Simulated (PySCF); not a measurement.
BFH, SMILES [BH]F, multiplicity 2. Atoms are numbered in the order given.

```xyz
3

B     -0.2189    -0.7095     0.0000
F      0.0476     0.5641     0.0000
H      0.6661    -1.5291     0.0000
```
Charge 0, spin multiplicity 2.

Coordinates come from a PBE0-D3(BJ)/def2-TZVPD optimisation. The isomer is the one that the SMILES or the coordinates give; other isomers of the formula were not compared.

Level of theory: ωB97X/def2-TZVPD (PySCF).

Mulliken values depend strongly on the basis, most of all with diffuse functions as here. ESP charges are fitted to the potential on shells at 1.4 to 2.0 van der Waals radii. Atomic charges (e):

```
atom  Mulliken     ESP fit  meta-Löwdin  Mulliken spin
----  --------  ----------  -----------  -------------
B1        0.18  (withheld)         0.23           0.89
F2       -0.17  (withheld)        -0.24           0.05
H3       -0.01  (withheld)         0.01           0.07
```

Question: Some entries are withheld; supply them. (An estimate is asked for; the answer gives what the named calculation found.)

Answer: 
- B1, ESP fit: -0.03
- F2, ESP fit: -0.04
- H3, ESP fit: 0.07
